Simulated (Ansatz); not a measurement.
CH4FGaO2 (`O[CH2][Ga]([OH])[F]`), relaxed with RKS PBE0-D4/def2-TZVP in the Gaussian-basis code of Ansatz from a PBE-D4/def2-SVP geometry. The force threshold is 0.005 eV/Å; the program also tests the step.

Charge 0, multiplicity 1.

Start:

```xyz
9

O     0.988    0.102   -1.701
C     1.020    0.369   -0.315
Ga   -0.741   -0.217    0.428
O    -1.575   -0.894    1.866
F    -1.882    0.019   -0.930
H     0.119    0.404   -2.032
H     1.168    1.448   -0.064
H     1.862   -0.192    0.138
H    -0.960   -1.039    2.609
```

| step | energy (eV) | largest force (eV/Å) | largest move (Å) |
| --- | --- | --- | --- |
| 1 | -60281.1974 | 0.712 | 0.000 |
| 2 | -60281.2363 | 0.377 | 0.043 |
| 3 | -60281.2459 | 0.231 | 0.069 |
| 4 | -60281.2497 | 0.130 | 0.024 |
| 5 | -60281.2513 | 0.039 | 0.023 |
| 6 | -60281.2520 | 0.023 | 0.026 |
| 7 | -60281.2522 | 0.013 | 0.017 |
| 8 | -60281.2523 | 0.013 | 0.011 |
| 9 | -60281.2523 | 0.005 | 0.005 |

End:

```xyz
9

O     1.047    0.173   -1.698
C     0.977    0.344   -0.300
Ga   -0.789   -0.234    0.375
O    -1.507   -0.845    1.875
F    -1.998   -0.072   -0.899
H     0.225    0.474   -2.096
H     1.159    1.386    0.000
H     1.772   -0.257    0.145
H    -0.888   -0.969    2.597
```

It took 27 s on 4 threads of an Arm Neoverse V2 on a shared host, with 0.51 GiB of host memory at the peak.
